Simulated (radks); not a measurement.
The numbers below are computed, except where a source is named.
Problem. Rh XX, configuration [Ar] 3d8. Code: a radial shooting solver on a logarithmic mesh with Libxc functionals. Model: Dirac Kohn-Sham, relativistic LDA (MacDonald-Vosko exchange, VWN5 correlation), spin-unpolarised, spherical densities, finite nucleus; open shells fill j = l - 1/2 first; Fermi nuclear charge, rms radius 4.4945 fm. Some entries of the table are withheld. Estimate them.

orbital  occ.  eigenvalue (hartree)  r(max) (bohr)
1s1/2       2             -862.9940        0.02125
2s1/2       2             -143.2216         0.1202
2p1/2       2             -134.4476        0.09299
2p3/2       4             -129.1560        0.09705
3s1/2       2                   (1)         0.3469
3p1/2       2             -37.68160            (2)
3p3/2       4             -36.69280            (3)
3d3/2       4             -30.70125         0.2793
3d5/2       4             -30.49639         0.2818

Solution. 
(1) 3s1/2 eigenvalue (hartree): -41.11189
(2) 3p1/2 r(max) (bohr): 0.3320
(3) 3p3/2 r(max) (bohr): 0.3410
